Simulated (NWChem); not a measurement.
# MoH$_{2}$O$_{4}$; SMILES [O]=[Mo](=[O])([OH])[OH]

```xyz
7

Mo     0.0000     0.0000     0.0519
O     -0.1183     1.3566     1.0247
O      0.1183    -1.3566     1.0247
O      1.5213     0.1538    -1.0166
H      2.1828    -0.5343    -1.1558
O     -1.5213    -0.1538    -1.0166
H     -2.1828     0.5343    -1.1558
```
Atoms are numbered in this order, from 1.

Program: NWChem. All runs use the structure optimised with PBE0/def2-SVP. def2 effective core potentials on Mo; no spin-orbit coupling. Level SCAN/def2-SVP: energy and gradient on several grids; changes count from the extra-fine grid, which is no exact limit either.

```tsv
grid	size of the energy change (μHa)	largest change of a gradient component (μHa/bohr)	time, medium = 1 (rough)
xcoarse	20000	10000	about 1
coarse	30000	2000	0.5
medium	10000	500	about 1
fine	4000	300	about 1
xfine	< 10	< 30	2
```
